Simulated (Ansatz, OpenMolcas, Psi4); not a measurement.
## GeH2 (SMILES [GeH2]): the vertical ionisation energy, rung by rung

GeH2 has 3 atoms, charge 0, and is taken as a singlet. SMILES: `[GeH2]`. The shape is that of a PBE0-D4/def2-TZVP optimisation.

```csv
atom,x (Å),y (Å),z (Å)
Ge,-0.5701,0.4051,-0.2637
H,0.7830,0.7436,0.5090
H,-0.2129,-1.1487,-0.2453
```

Each level gives the vertical ionisation energy (to the doublet cation) (eV). The values are calculated.

```json
{"level": "BLYP/def2-TZVPPD", "kind": "GGA", "program": "Psi4", "value (eV)": "9.38", "less CCSD(T)/def2-TZVPPD": "-0.09", "CPU time (all runs)": "26 s"}
{"level": "B3LYP/def2-TZVPPD", "kind": "global hybrid", "program": "Psi4", "value (eV)": "9.54", "less CCSD(T)/def2-TZVPPD": "+0.07", "CPU time (all runs)": "40 s"}
{"level": "wB97M-V/def2-TZVPPD", "kind": "range-separated hybrid", "program": "Psi4", "value (eV)": "9.44", "less CCSD(T)/def2-TZVPPD": "-0.03", "CPU time (all runs)": "99 s"}
{"level": "wB97X/def2-TZVPPD", "kind": "range-separated hybrid", "program": "Psi4", "value (eV)": "9.57", "less CCSD(T)/def2-TZVPPD": "+0.10", "CPU time (all runs)": "44 s"}
{"level": "MP2/def2-TZVPPD", "kind": "perturbation theory", "program": "Psi4", "value (eV)": "9.36", "less CCSD(T)/def2-TZVPPD": "-0.11", "CPU time (all runs)": "11 s"}
{"level": "MP3/def2-TZVPPD", "kind": "perturbation theory", "program": "Psi4", "value (eV)": "9.44", "less CCSD(T)/def2-TZVPPD": "-0.03", "CPU time (all runs)": "25 s"}
{"level": "CCSD(T)/def2-TZVPPD", "kind": "coupled cluster or CI", "program": "Psi4", "value (eV)": "9.47", "less CCSD(T)/def2-TZVPPD": "0.00", "CPU time (all runs)": "86 s"}
{"level": "CCSD(T)/def2-TZVPPD, open shells restricted", "kind": "coupled cluster or CI", "program": "OpenMolcas", "value (eV)": "9.47", "less CCSD(T)/def2-TZVPPD": "0.00", "CPU time (all runs)": "67 s"}
{"level": "FCI/STO-3G", "kind": "exact in the basis", "program": "Ansatz", "value (eV)": "6.18", "less CCSD(T)/def2-TZVPPD": "-3.29", "CPU time (all runs)": "0.93 s"}
```

Differences are taken from CCSD(T)/def2-TZVPPD for orientation; it has basis-set and higher-order errors of its own. All-electron rows without a relativistic Hamiltonian named are non-relativistic. The values span 6.18 to 9.57 eV. High-level rows in very small sets aren't better than simpler rows in larger ones. In the correlated wave-function rows the outer d shell of Ge is correlated, in sets not made for it. Times are those of the runs behind each value, whatever else they computed, on shared processors of several kinds: orders of magnitude only.
